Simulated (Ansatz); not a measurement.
Input for Ansatz (a quantum-chemistry and plane-wave program): U-wB97X-V/def2-TZVPP on CdH2 (SMILES [CdH2]), a point of a bond scan (R = 1.345 Å). Elements past Kr take the def2 small-core potentials; no spin–orbit coupling.

Ansatz 0.2 input:
```yaml
crystal:
  periodic: [false, false, false]
  atoms:
    - {symbol: Cd, position_ang: [0.00000000, 0.00000000, 0.00000000]}
    - {symbol: H, position_ang: [0.00000000, 0.00000000, 1.34493450]}
    - {symbol: H, position_ang: [-0.00000000, -0.00000000, -1.68116812]}
basis:
  gaussian:
    orbitals: def2-TZVPP
hamiltonian:
  xc: {name: wB97X-V}
magnetization: {spin_polarized: true, initial_magnetization: 0}
```

Problem. Predict the final total energy.

Solution. -168.8612 hartree.
